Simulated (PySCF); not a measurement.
## Computed properties of CH₂Li₂, SMILES [Li][CH2][Li]

CH2Li2, SMILES [Li][CH2][Li]. Geometry optimised at r2SCAN-D4/def2-TZVPD. Other conformers were not sampled. All values are computed for the isolated molecule unless a solvent is named; none is compared with measurement here.

**Structure.** The optimised structure has C2v symmetry. All 9 harmonic modes at r2SCAN-D4/def2-TZVPD (PySCF) are real, so it is a minimum. With heavy atoms numbered as in [CH2:1]([Li:4])[Li:5], the shortest bond between them is C1–Li4 at 1.938 Å and the longest C1–Li5 at 1.938 Å.

**Vibrations.** The strongest infrared lines (harmonic, unscaled, degenerate partners summed) lie at 318 cm⁻¹ (196 km/mol, H 64 %, C 25 %, Li 11 %), 2923 cm⁻¹ (137 km/mol, H 95 %), 1262 cm⁻¹ (112 km/mol, H 91 %, C 9 %). The softest mode is at 105 cm⁻¹ and the zero-point energy is 13.4 kcal/mol.

**Electronic structure.** PBE0/def2-TZVPD (PySCF) places the frontier levels at -3.34 and -0.96 eV, a gap of 2.38 eV, and gives a dipole moment of 5.16 D and a mean polarisability of 109.5 bohr³. PBE/def2-TZVPD (PySCF) at the same geometry gives -2.60 and -1.52 eV, so its gap is 1.30 eV narrower. An orbital gap is neither the optical nor the fundamental gap.

**Excitations.** TDA-ωB97X/def2-TZVPD (PySCF) has S1 at 1.68 eV (739 nm, f = 0.100, bright); the most intense of the 10 singlets computed lies at 3.13 eV (f = 0.18). TDA-PBE/def2-TZVPD (PySCF) puts S1 at 1.16 eV.

**NMR.** GIAO shifts at HF/pcSseg-2 (PySCF) (non-relativistic, atoms alike by connectivity averaged): ¹³C at -18.9 ppm against TMS; ¹H at -1.0 ppm against TMS.
